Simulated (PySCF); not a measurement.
C2H4N2OSi, SMILES N(/C#N)=C\O[SiH3]. Geometry optimised at PBE0-D3(BJ)/def2-SVP. The structure was generated by enumeration; whether it is a known compound was not checked. The values are those of a single conformer.

Give the equilibrium geometry at PBE0-D3(BJ)/def2-SVP (PySCF confirms it by a frequency run) as a Z-matrix, and its point group. (Estimate from the structure and the level; the computed values follow.)

One answer among several that fit: point group Cs.
```
C
N 1 1.2802
O 1 1.3060 2 120.80
C 2 1.3281 1 121.78 3 180.00
N 4 1.1633 1 155.78 2 180.00
H 1 1.1018 2 124.90 4 0.00
Si 3 1.7342 1 120.03 6 180.00
H 7 1.4840 3 102.01 1 180.00
H 7 1.4845 8 111.54 3 -116.42
H 7 1.4845 8 111.54 9 -127.16
```
